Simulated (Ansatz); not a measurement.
VO₄H₂, that is [VO2(OH)2]- with one electron fewer. Charge 0, multiplicity 2. Geometry PBE-D4/def2-SVPD, that of the charge -1 singlet; atoms count from 1.

```xyz
7

V     0.172   -0.344    0.013
O     0.706   -1.039    1.392
O     0.449   -1.272   -1.302
O     1.042    1.290   -0.221
H     1.196    1.434   -1.171
O    -1.663   -0.045    0.173
H    -1.901   -0.024    1.116
```

The charge 0 doublet is spin-contaminated (final ⟨S²⟩ up to 0.83, 0.75 for a pure state).

**Question.** Estimate the Mulliken populations from the PBE0/def2-TZVPD orbitals of Ansatz.

**Answer.** 
```json
{"atom": "V1", "charge (e)": "1.98", "spin (α − β)": "-0.40", "d electrons": "3.05"}
{"atom": "O2", "charge (e)": "-0.54", "spin (α − β)": "0.69", "d electrons": "–"}
{"atom": "O3", "charge (e)": "-0.54", "spin (α − β)": "0.69", "d electrons": "–"}
{"atom": "O4", "charge (e)": "-0.77", "spin (α − β)": "0.01", "d electrons": "–"}
{"atom": "H5", "charge (e)": "0.32", "spin (α − β)": "0.00", "d electrons": "–"}
{"atom": "O6", "charge (e)": "-0.77", "spin (α − β)": "0.01", "d electrons": "–"}
{"atom": "H7", "charge (e)": "0.32", "spin (α − β)": "0.00", "d electrons": "–"}
```
Mulliken values and Mayer orders depend strongly on the basis. With diffuse functions, as here, like atoms can get unlike values, and bond orders can come out too low or too high.

**Question.** Where does the spin sit?

**Answer.** Summed by element: V -0.40, O 1.40, H 0.00, of 1 unpaired in all. Largest on single atoms: O2 0.69, O3 0.69, V1 -0.40.

**Question.** And the Mayer bond orders between bonded heavy atoms (over 0.3)?

**Answer.** V1–O2 1.32 (1.63 Å); V1–O3 1.32 (1.63 Å); V1–O4 0.70 (1.87 Å); V1–O6 0.70 (1.87 Å). Values over 0.3 also appear between atoms too far apart for a bond (O2–O3 0.31 at 2.72 Å); they arise where an orbital or an unpaired electron spreads over both atoms.
